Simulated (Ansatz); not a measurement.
**Nudged elastic band run: CH₁₀AsNSi₂**

input.yaml

```yaml
crystal:
  periodic: [false, false, false]
  atoms:
    - { symbol: "N", position_ang: [-1.484727, 0.510273, 1.813166] }
    - { symbol: Si, position_ang: [-0.706368, 0.483139, 0.240806] }
    - { symbol: As, position_ang: [0.774301, 2.29248, -0.378414] }
    - { symbol: C, position_ang: [0.277532, -1.128676, 0.09748] }
    - { symbol: Si, position_ang: [0.847028, -1.623806, -1.640966] }
    - { symbol: H, position_ang: [-2.205289, 1.226481, 1.951968] }
    - { symbol: H, position_ang: [-0.873413, 0.495339, 2.636482] }
    - { symbol: H, position_ang: [-1.8278, 0.52204, -0.765169] }
    - { symbol: H, position_ang: [-0.191065, 3.322061, 0.24348] }
    - { symbol: H, position_ang: [1.541153, 2.159038, 0.954916] }
    - { symbol: H, position_ang: [-0.366025, -1.940728, 0.502005] }
    - { symbol: H, position_ang: [1.173723, -1.072301, 0.75394] }
    - { symbol: H, position_ang: [1.787972, -0.596235, -2.210991] }
    - { symbol: H, position_ang: [-0.333546, -1.751812, -2.56629] }
    - { symbol: H, position_ang: [1.564626, -2.948095, -1.602813] }
basis:
  gaussian: { orbitals: def2-SVP }
hamiltonian:
  xc: pbe
neb:
  order_check: false
  images: 5
  f_tol: 0.03
  max_iterations: 60
  initial_path: linear
  final_atoms:
    - { symbol: "N", position_ang: [-1.46264702, 0.88246896, 1.76991032] }
    - { symbol: Si, position_ang: [-0.72243905, 0.52539171, 0.22538302] }
    - { symbol: As, position_ang: [0.77394989, 2.29002909, -0.4067357] }
    - { symbol: C, position_ang: [0.23807686, -1.11606236, 0.09691116] }
    - { symbol: Si, position_ang: [0.84939279, -1.60515724, -1.62959284] }
    - { symbol: H, position_ang: [-2.28463637, 0.34020982, 2.05335778] }
    - { symbol: H, position_ang: [-0.86113107, 1.06254139, 2.57817734] }
    - { symbol: H, position_ang: [-1.85773405, 0.47041969, -0.76407793] }
    - { symbol: H, position_ang: [-0.07542269, 3.32280831, 0.35783167] }
    - { symbol: H, position_ang: [1.64061316, 2.01940028, 0.84329442] }
    - { symbol: H, position_ang: [-0.42864054, -1.92787227, 0.46599145] }
    - { symbol: H, position_ang: [1.11055105, -1.08525127, 0.78635704] }
    - { symbol: H, position_ang: [1.8300632, -0.59151827, -2.15709984] }
    - { symbol: H, position_ang: [-0.30569004, -1.6904897, -2.59213776] }
    - { symbol: H, position_ang: [1.53379587, -2.94772015, -1.59797012] }
```

Command:

```bash
$ ansatz run input.yaml --threads 2 --pin off --max-ram 3072MiB --backend cpu --events-out ev --progress --plain --runs-dir out
```

Output, in part (warnings, iteration lines, the closing report on the highest movable image, with atoms numbered from 0):

```
NEB end point (image 0): max|allowed force component| = 1.193e-2 eV/Å (the criterion of neb.relax_end_points is 1.000e-2)
NEB end point (image 6): max|allowed force component| = 1.326e-2 eV/Å (the criterion of neb.relax_end_points is 1.000e-2)
NEB iter   1: max|band force component| = 1.947e1 eV/Å  barrier→ = 1.7664 eV  barrier← = 1.7250 eV  Δτ_max = 0.1698 Å  (209 SCF iters)
NEB iter   2: max|band force component| = 1.130e0 eV/Å  barrier→ = 0.0784 eV  barrier← = 0.0370 eV  Δτ_max = 0.0423 Å  (149 SCF iters)
NEB iter   3: max|band force component| = 6.658e-1 eV/Å  barrier→ = 0.0654 eV  barrier← = 0.0240 eV  Δτ_max = 0.1899 Å  (147 SCF iters)
NEB iter   4: max|band force component| = 1.092e0 eV/Å  barrier→ = 0.0707 eV  barrier← = 0.0293 eV  Δτ_max = 0.0966 Å  (143 SCF iters)
NEB iter   5: max|band force component| = 2.576e-1 eV/Å  barrier→ = 0.0512 eV  barrier← = 0.0098 eV  CI = image 4  Δτ_max = 0.0291 Å  (147 SCF iters)
NEB iter   6: max|band force component| = 1.010e-1 eV/Å  barrier→ = 0.0510 eV  barrier← = 0.0096 eV  CI = image 4  Δτ_max = 0.0127 Å  (149 SCF iters)
NEB iter   7: max|band force component| = 5.415e-2 eV/Å  barrier→ = 0.0505 eV  barrier← = 0.0091 eV  CI = image 4  Δτ_max = 0.0177 Å  (155 SCF iters)
NEB iter   8: max|band force component| = 2.494e-2 eV/Å  barrier→ = 0.0503 eV  barrier← = 0.0089 eV  CI = image 4  Δτ_max = 0.0000 Å  (303 SCF iters)
Total energy: -79252.11120667 eV, -2912.4613678346 hartree
Atom 0 at    -1.426123     0.815083     1.789114 Å, force    -0.001833    -0.003483    -0.015197 eV/Å
Atom 1 at    -0.699234     0.515967     0.239717 Å, force     0.005839     0.002991    -0.001564 eV/Å
Atom 2 at     0.829440     2.243577    -0.447281 Å, force    -0.005654    -0.000915    -0.002962 eV/Å
Atom 3 at     0.247244    -1.130441     0.112893 Å, force     0.000445     0.001309     0.004742 eV/Å
Atom 4 at     0.843407    -1.643656    -1.611015 Å, force    -0.001880     0.002336    -0.001949 eV/Å
Atom 5 at    -2.425715     0.695732     1.951767 Å, force    -0.002638     0.001329     0.007060 eV/Å
Atom 6 at    -0.902458     1.007747     2.642531 Å, force     0.000909    -0.001510     0.005037 eV/Å
Atom 7 at    -1.851648     0.486764    -0.730716 Å, force    -0.000789    -0.001808     0.000441 eV/Å
Atom 8 at    -0.030027     3.320570     0.241259 Å, force     0.001652     0.000312     0.002122 eV/Å
Atom 9 at     1.660369     2.032041     0.837062 Å, force     0.003641     0.001568    -0.000660 eV/Å
Atom 10 at    -0.424015    -1.927569     0.503076 Å, force     0.000694    -0.001653    -0.000319 eV/Å
Atom 11 at     1.127024    -1.098037     0.792993 Å, force    -0.001301    -0.000417     0.000980 eV/Å
Atom 12 at     1.835174    -0.649569    -2.154290 Å, force     0.002089    -0.001010     0.001688 eV/Å
Atom 13 at    -0.315782    -1.724374    -2.569272 Å, force     0.000321     0.001449     0.000036 eV/Å
Atom 14 at     1.510445    -2.994638    -1.568238 Å, force    -0.001495    -0.000496     0.000544 eV/Å
Dipole moment:    -0.215315    -0.099022     0.513650 e Å
```

It converged. Another band between the same ends (5 images) ends at a top of the same energy, where a vibrational analysis finds 1 clearly imaginary mode.

Final band (atoms are numbered from 1 in the order of the input):

| image | path coordinate (Å) | energy (kcal/mol) | height of N1 over the plane of its neighbours (Å) |
| --- | --- | --- | --- |
| 0 | 0.00 | 0.0 | -0.30 |
| 1 | 0.25 | 0.1 | -0.29 |
| 2 | 0.50 | 0.3 | -0.27 |
| 3 | 0.76 | 0.7 | -0.18 |
| 4 | 1.01 | 1.2 | 0.05 |
| 5 | 1.22 | 1.0 | 0.19 |
| 6 | 1.43 | 1.0 | 0.25 |

Run time: 87 s on 2 threads of Intel(R) Xeon(R) 6975P-C (Granite Rapids), with other jobs on the host, peak memory 0.23 GiB.
